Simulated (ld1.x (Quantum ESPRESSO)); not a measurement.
Transferability test, RRKJ potential for Ca

```
Element                 : Ca
Generator               : ld1.x (Quantum ESPRESSO) 7.5
Type                    : norm-conserving RRKJ (Kleinman–Bylander form)
Functional              : LDA (PZ)
Relativity              : fully relativistic
Frozen core             : [Ne] 3s2
Valence charge          : 8
Reference configuration : 3p6 3d0 4s2 4p0
Partial waves           : 3p (bound): rc 1.25 bohr; 3d (bound, empty): rc 2.55 bohr; 4s (bound): rc 2.40 bohr
Local potential         : the s channel
Core correction         : Bessel-smoothed model core inside 0.80 bohr
rho0                    : 0.01
```

Open shells are filled in proportion to 2j + 1 (rel_dist='average').

Energies are relative to the spin-unpolarised reference configuration 3p6 3d0 4s2 4p0; without spin polarisation the order of configurations can differ from experiment.

| valence configuration | charge | ΔE all-electron (eV) | error AE − PS (meV) |
| --- | --- | --- | --- |
| 3p6 3d0 4s1 4p0 | +1 | 6.463 | +5.7 |
| 3p6 3d0 4s0 4p0 | +2 | 18.413 | -3.7 |
| 3p5 3d0 4s2 4p0 | +1 | 34.657 | +43 |
| 3p6 3d0 4s0 4p1 | +1 | 9.585 | -697 |
| 3p6 3d0 4s1 4p1 | 0 | 2.491 | -386 |

Q: What are ΔE and the potential's error for 3p6 3d1 4s0 4p0?

A: ΔE = 7.799 eV all-electron; the error (AE − PS) is +4.9 meV.

Q: What are ΔE and the potential's error for 3p6 3d0 4s1.5 4p0?

A: ΔE = 2.567 eV all-electron; the error (AE − PS) is +1.4 meV.
